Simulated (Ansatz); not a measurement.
Gas-phase electronic energies from Ansatz, PBE0-D4/def2-TZVP geometries. CCSD(T)/CBS is the MP2 limit (def2-TZVPP, def2-QZVPP) plus CCSD(T) − MP2 in def2-TZVPP, frozen cores. Functionals use def2-TZVPP. B3LYP here is the variant with VWN-RPA as its local correlation; programs differ in this. One conformer a species, not always the lowest.

Reaction (isomerisation): `C=C[Si](C)(F)Cl` → `C=CC[SiH](F)Cl`

`C=C[Si](C)(F)Cl`:

Cartesian coordinates in Å:
```
C 0.575 -1.314 1.315
C -0.239 -1.378 0.265
Si -0.570 0.070 -0.828
C 0.335 1.609 -0.359
F -0.186 -0.323 -2.327
Cl -2.591 0.432 -0.847
H 1.096 -0.400 1.586
H 0.760 -2.171 1.956
H -0.737 -2.321 0.047
H 1.415 1.448 -0.390
H 0.087 2.409 -1.061
H 0.056 1.939 0.644
```

`C=CC[SiH](F)Cl`:

Z-matrix (Å, degrees):
```
C
C 1 1.492
Si 1 1.860 2 111.1
H 1 1.095 2 111.6 3 -120.5
H 1 1.095 2 111.2 3 119.2
C 2 1.327 1 125.0 3 -102.8
H 2 1.087 1 115.9 3 74.9
F 3 1.594 1 109.4 2 -178.3
Cl 3 2.045 1 110.2 2 -60.1
H 3 1.476 1 113.2 2 61.2
H 6 1.086 2 121.7 1 -2.2
H 6 1.083 2 121.3 1 178.2
```

| level | ΔE (kcal/mol) | difference from CCSD(T)/CBS |
| --- | --- | --- |
| ωB97X-V | 10.9 | -0.3 |
| ωB97M-V | 11.5 | 0.3 |
| B2PLYP | 10.9 | -0.3 |
| PBE | 10.3 | -0.9 |
| PBE0 | 10.5 | -0.7 |
| B3LYP | 10.7 | -0.5 |
| HF/def2-TZVPP | 10.7 | -0.5 |
| CCSD(T)/def2-TZVPP | 11.0 | -0.2 |
| MP2/CBS(def2) | 11.1 | -0.1 |
| CCSD/CBS(def2) | 11.1 | -0.1 |
| CCSD(T)/CBS | 11.2 | 0 |

Largest T1 diagnostic among the species: 0.011.
